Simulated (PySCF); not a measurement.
A structure optimised at PBE0-D3(BJ)/def2-SVP, used in a PySCF frequency run:

```xyz
12

F      0.5012    -2.3316     0.0000
C     -0.5905    -1.4893     0.0000
B     -0.1735     0.0242     0.0000
C      1.1334     0.9165     0.0000
C      0.0574     2.0130     0.0000
O     -1.0475     1.0751     0.0000
H     -1.2196    -1.7105     0.8836
H     -1.2196    -1.7105    -0.8836
H      1.7696     0.8708     0.8950
H      1.7696     0.8708    -0.8950
H      0.0171     2.6503     0.8974
H      0.0171     2.6503    -0.8974
```

**Question.** Write its SMILES, formula and point group.

**Answer.** FCB1CCO1, C₃H₆BFO, Cs

**Question.** What are its rotational constants (standard atomic weights)?

**Answer.** 9.0213, 2.1635, 1.8050 GHz
